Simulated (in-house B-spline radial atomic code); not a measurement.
Configurations of Cu, with energies counted from [Ar] 3d10 4s1. Level of theory: non-relativistic wB97X, spin-polarised, spherical fractional occupations, exact exchange averaged over the configuration, point nucleus; calculated with a radial B-spline atomic code at the basis-set limit. Shells without spins written out take the highest spin.

Occupations are held fixed; configurations that lie above the ionisation limit could autoionise.

```csv
configuration,E - E(ref) (eV),highest orbital,its <r> (bohr)
[Ar] 3d10 4p1,3.8267,4p up,4.589
[Ar] 3d10 5d1,6.6409,5d up,20.85
[Ne] 3s2 3p5 3d10 4s1 5s1,76.366,5s up,8.062
[Ne] 3s2 3p5 3d10 4s1 5p1,77.188,5p up,10.72
```

(1) Order these further configurations by energy, lowest first.
A. [Ar] 3d9 4s2
B. [Ne] 3s2 3p5 3d10 4s2
C. [Ne] 3s2 3p5 3d10 4s1 4d1
D. [Ar] 3d9 4s1 4d1

## Answers

(1) A (1.7285 eV), D (9.2577 eV), B (69.85 eV), C (77.451 eV).
